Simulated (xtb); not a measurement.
Input file for xtb: GFN2-xTB on CH4SeTe (SMILES C[Te][SeH]), a point of a torsion scan.

```
$ xtb mol.xyz --gfn 2 --sp --chrg 0 --uhf 0
7

C     -1.19044722    -0.09774121     0.01890920
Te     0.16280721     1.27170909    -0.98836446
Se    -1.16177483     3.32524848    -0.53762543
H     -1.55247270    -0.83539763    -0.68468153
H     -2.02367492     0.46382535     0.41964340
H     -0.66792755    -0.59461312     0.82523999
H     -1.97754677     3.36199801    -1.73611732
```

The log:

```
[...]
           -------------------------------------------------
          |                Calculation Setup                |
           -------------------------------------------------



           -------------------------------------------------
          |                 G F N 2 - x T B                 |
           -------------------------------------------------

        Reference                      10.1021/acs.jctc.8b01176
      * Hamiltonian:
        H0-scaling (s, p, d)           1.850000    2.230000    2.230000
        zeta-weighting                 0.500000
      * Dispersion:
        s8                             2.700000
        a1                             0.520000
        a2                             5.000000
        s9                             5.000000
      * Repulsion:
        kExp                           1.500000    1.000000
        rExp                           1.000000
      * Coulomb:
        alpha                          2.000000
        third order                    shell-resolved
        anisotropic                    true
        a3                             3.000000
        a5                             4.000000
        cn-shift                       1.200000
        cn-exp                         4.000000
        max-rad                        5.000000


          ...................................................
          :                      SETUP                      :
          :.................................................:
          :  # basis functions                  28          :
          :  # atomic orbitals                  26          :
          :  # shells                           12          :
          :  # electrons                        20          :
          :  max. iterations                   250          :
          :  Hamiltonian                  GFN2-xTB          :
          :  restarted?                      false          :
          :  GBSA solvation                  false          :
          :  PC potential                    false          :
          :  electronic temp.          300.0000000     K    :
          :  accuracy                    1.0000000          :
          :  -> integral cutoff          0.2500000E+02      :
          :  -> integral neglect         0.1000000E-07      :
          :  -> SCF convergence          0.1000000E-05 Eh   :
          :  -> wf. convergence          0.1000000E-03 e    :
          :  Broyden damping             0.4000000          :
          :  net charge                          0          :
          :  unpaired electrons                  0          :
          ...................................................

 iter      E             dE          RMSdq      gap      omega  full diag
   1    -10.5084021 -0.105084E+02  0.957E+00    3.30       0.0  T
   2    -10.5214170 -0.130149E-01  0.536E+00    3.62       1.0  T
   3    -10.5193716  0.204537E-02  0.344E+00    3.50       1.0  T
   4    -10.5086061  0.107655E-01  0.254E+00    3.60       1.0  T
   5    -10.5214729 -0.128668E-01  0.109E+00    3.58       1.0  T
   6    -10.5228390 -0.136607E-02  0.230E-01    3.64       1.0  T
   7    -10.5228362  0.280009E-05  0.205E-01    3.64       1.0  T
   8    -10.5228476 -0.113632E-04  0.690E-02    3.63       1.0  T
   9    -10.5228479 -0.328222E-06  0.654E-03    3.63       5.8  T
  10    -10.5228479 -0.291046E-07  0.289E-03    3.63      13.1  T
  11    -10.5228479 -0.426949E-08  0.870E-04    3.63      43.4  T
  12    -10.5228479 -0.392225E-09  0.296E-04    3.63     127.7  T

   *** convergence criteria satisfied after 12 iterations ***

         #    Occupation            Energy/Eh            Energy/eV
      -------------------------------------------------------------
         1        2.0000           -0.8441961             -22.9717
       ...           ...                  ...                  ...
         4        2.0000           -0.4965900             -13.5129
         5        2.0000           -0.4956990             -13.4887
         6        2.0000           -0.4795772             -13.0500
         7        2.0000           -0.4549779             -12.3806
         8        2.0000           -0.4333404             -11.7918
         9        2.0000           -0.3848841             -10.4732
        10        2.0000           -0.3769865             -10.2583 (HOMO)
        11                         -0.2435862              -6.6283 (LUMO)
        12                         -0.2069149              -5.6304
        13                         -0.1786856              -4.8623
        14                         -0.0189461              -0.5155
        15                          0.0005682               0.0155
       ...                                ...                  ...
        26                          1.0054223              27.3589
      -------------------------------------------------------------
                  HL-Gap            0.1334003 Eh            3.6300 eV
             Fermi-level           -0.3102863 Eh           -8.4433 eV

 SCC (total)                   0 d,  0 h,  0 min,  0.011 sec
 SCC setup                      ...        0 min,  0.000 sec (  1.468%)
 Dispersion                     ...        0 min,  0.000 sec (  0.713%)
 classical contributions        ...        0 min,  0.000 sec (  0.204%)
 integral evaluation            ...        0 min,  0.002 sec ( 18.222%)
 iterations                     ...        0 min,  0.006 sec ( 51.589%)
 molecular gradient             ...        0 min,  0.003 sec ( 25.678%)
 printout                       ...        0 min,  0.000 sec (  1.921%)

         :::::::::::::::::::::::::::::::::::::::::::::::::::::
         ::                     SUMMARY                     ::
         :::::::::::::::::::::::::::::::::::::::::::::::::::::
         :: total energy             -10.454493817256 Eh    ::
         :: gradient norm              0.000418459562 Eh/a0 ::
         :: HOMO-LUMO gap              3.630005585574 eV    ::
         ::.................................................::
         :: SCC energy               -10.522846911660 Eh    ::
         :: -> isotropic ES            0.004091796635 Eh    ::
         :: -> anisotropic ES          0.000985698232 Eh    ::
         :: -> anisotropic XC          0.001669892765 Eh    ::
         :: -> dispersion             -0.004345668386 Eh    ::
         :: repulsion energy           0.068353094404 Eh    ::
         :: add. restraining           0.000000000000 Eh    ::
         :: total charge               0.000000000000 e     ::
         :::::::::::::::::::::::::::::::::::::::::::::::::::::

           -------------------------------------------------
          |                Property Printout                |
           -------------------------------------------------

    * Orbital Energies and Occupations

         #    Occupation            Energy/Eh            Energy/eV
      -------------------------------------------------------------
         1        2.0000           -0.8441961             -22.9717
         2        2.0000           -0.7483236             -20.3629
         3        2.0000           -0.5990175             -16.3001
         4        2.0000           -0.4965900             -13.5129
         5        2.0000           -0.4956990             -13.4887
         6        2.0000           -0.4795772             -13.0500
         7        2.0000           -0.4549779             -12.3806
         8        2.0000           -0.4333404             -11.7918
         9        2.0000           -0.3848841             -10.4732
        10        2.0000           -0.3769865             -10.2583 (HOMO)
        11                         -0.2435862              -6.6283 (LUMO)
        12                         -0.2069149              -5.6304
Note: The following floating-point exceptions are signalling: IEEE_UNDERFLOW_FLAG IEEE_DENORMAL
normal termination of xtb
        13                         -0.1786856              -4.8623
        14                         -0.0189461              -0.5155
        15                          0.0005682               0.0155
        16                          0.0270478               0.7360
        17                          0.0403016               1.0967
        18                          0.0629738               1.7136
        19                          0.0970931               2.6420
        20                          0.1582273               4.3056
        21                          0.1952627               5.3134
       ...                                ...                  ...
        26                          1.0054223              27.3589
      -------------------------------------------------------------
                  HL-Gap            0.1334003 Eh            3.6300 eV
             Fermi-level           -0.3102863 Eh           -8.4433 eV

     #   Z          covCN         q      C6AA      α(0)
     1   6 C        3.665    -0.117    23.039     6.884
     2  52 Te       1.790     0.101   413.565    37.590
     3  34 Se       1.825    -0.255   244.384    27.241
     4   1 H        0.926     0.039     2.466     2.456
     5   1 H        0.926     0.053     2.281     2.362
     6   1 H        0.926     0.038     2.472     2.459
     7   1 H        0.924     0.141     1.451     1.884

 Mol. C6AA /au·bohr⁶  :       2162.129128
 Mol. C8AA /au·bohr⁸  :     146061.677493
 Mol. α(0) /au        :         80.875540


Wiberg/Mayer (AO) data.
largest (>0.10) Wiberg bond orders for each atom

 ---------------------------------------------------------------------------
     #   Z sym  total        # sym  WBO       # sym  WBO       # sym  WBO
 ---------------------------------------------------------------------------
     1   6 C    3.989 --     6 H    0.995     4 H    0.994     5 H    0.986
                             2 Te   0.973
     2  52 Te   2.231 --     3 Se   1.221     1 C    0.973
     3  34 Se   2.223 --     2 Te   1.221     7 H    0.948
     4   1 H    0.999 --     1 C    0.994
     5   1 H    0.997 --     1 C    0.986
     6   1 H    0.999 --     1 C    0.995
     7   1 H    0.980 --     3 Se   0.948
 ---------------------------------------------------------------------------

Topologies differ in total number of bonds
Writing topology from bond orders to xtbtopo.mol

molecular dipole:
                 x           y           z       tot (Debye)
 q only:       -0.039      -0.497      -0.346
   full:       -0.016      -0.967      -0.254       2.540
molecular quadrupole (traceless):
                xx          xy          yy          xz          yz          zz
 q only:        2.229       0.362      -5.161       1.540      -2.584       2.932
  q+dip:        3.589       2.643      -9.335       2.230      -1.356       5.746
   full:        3.540       2.247      -8.001       1.413      -2.127       4.462


           -------------------------------------------------
          | TOTAL ENERGY              -10.454493817256 Eh   |
          | GRADIENT NORM               0.000418459562 Eh/α |
          | HOMO-LUMO GAP               3.630005585574 eV   |
           -------------------------------------------------

------------------------------------------------------------------------
------------------------------------------------------------------------
 total:
 SCF:
```

The run finished.

Cost: very roughly 0.05 core-seconds.
